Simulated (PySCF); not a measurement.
# Ionisation energy of Tb(41+) by level of theory

Tb(41+) [Ar] 3d6 [3d3/2^4 3d5/2^2, M_J = 4] → Tb(42+) [Ar] 3d5 [3d3/2^4 3d5/2^1, M_J = 5/2], as a difference of total energies. Computed with PySCF 2.14 in an even-tempered Gaussian basis (16 s from 8.9 bohr⁻², ratio 2.8; 12 p from 12 bohr⁻², ratio 2.8; 8 d from 12 bohr⁻², ratio 2.8; 3 f from 41 bohr⁻², ratio 3), with the two-component X2C-1e Hamiltonian. Correlated levels: [Ne] frozen; the 74 highest virtual spinors dropped. "Screened" scales the spin-orbit matrix elements by Boettger's factors to mimic the two-electron term; Breit and QED terms are absent.

| method | ionisation energy (eV) |
| --- | --- |
| GHF (spin-free) | 3188.7 |
| GMP2 (spin-free) | 3189.7 |
| GHF (screened spin-orbit) | 3190.5 |
| GMP2 (screened spin-orbit) | 3190.5 |

Breit and QED terms and the two-electron picture change are absent.

The spin-free rows relax to the high-spin LS determinant and lack the spin-orbit shift.

The labels give the starting determinants; with spin-orbit coupling the two ends relaxed to ⟨J²⟩ = 20.02, ⟨L²⟩ = 11.49, ⟨S²⟩ = 3.33 and ⟨J²⟩ = 8.75, ⟨L²⟩ = 4.74, ⟨S²⟩ = 3.49.

For comparison: 3189 ± 4 eV (theoretical estimate listed by NIST; NIST Atomic Spectra Database, ionization energies).
